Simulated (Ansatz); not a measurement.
`[OH][GaH][Cl]` + F• → `[O][GaH][Cl]`• + H–F at 400 K and 1 bar (hydrogen abstraction from the O–H bond).

Computed with Ansatz on PBE0-D4/def2-TZVP structures; ΔE is electronic, products minus reactants. CCSD(T)/CBS adds triple-zeta CCSD(T) − MP2 to the extrapolated MP2 energy (def2 sets, frozen cores). This one scheme is used for every species, atoms too. Open shells (•) are unrestricted, without spin–orbit coupling. Spin–orbit coupling would lower the free atoms: a little for F. For Ga outer-core shells are correlated without core-valence functions, so the limit isn't a true one: a few kJ/mol of doubt a bond, and 10 to 20 or more in all where bonds break to atoms. Scalar relativity is left out up to krypton. Each species was taken in one conformer, which may not be the lowest.

| species | CCSD(T)/CBS energy (Eh) | H − E (kJ/mol) | S (J/(mol·K)) |
| --- | --- | --- | --- |
| `[OH][GaH][Cl]` | -2460.17745 | 79.5 | 321.1 |
| F• | -99.66871 | 8.3 | 166.6 |
| `[O][GaH][Cl]`• | -2459.47438 | 46.3 | 320.3 |
| H–F | -100.39570 | 36.5 | 182.2 |

H − E and S are ideal-gas, rigid-rotor, harmonic terms from PBE0-D4/def2-TZVP, for one conformer and one mirror image of each species, with the whole ground term of open shells counted as degenerate. 1 Eh = 2625.50 kJ/mol, R = 8.31446 J/(mol·K).

Task: By hand: ΔE, ΔH, ΔS and ΔG.

Result: ΔE = (-2459.47438) + (-100.39570) − (-2460.17745) − (-99.66871) = -0.02392 Eh = -62.8 kJ/mol. Δ(H − E) = 46.3 + 36.5 − 79.5 − 8.3 = -5.0, so ΔH = -67.8 kJ/mol. ΔS = 320.3 + 182.2 − 321.1 − 166.6 = 14.8 J/(mol·K). ΔG = -67.8 − 400 × (14.8)/1000 = -73.7 kJ/mol.

Task: By hand: the equilibrium constant, and the temperature at which ΔG would vanish if ΔH and ΔS stayed fixed.

Result: log₁₀ K = −ΔG/(RT ln 10) = 9.6. ΔH and −TΔS have one sign here, so there is no such temperature.

The number of gas molecules stays the same, so ΔS is small and ΔH decides. A doubt of 5 kJ/mol in ΔE shifts log₁₀ K by 0.7 here. Other conformers and mirror images would add mixing entropy, several J/(mol·K) or more a flexible species. These are equilibria of isolated gas molecules and say nothing of rates. Largest T1 diagnostic: 0.015 (customary marks: 0.02 for closed shells, 0.045 for open ones).
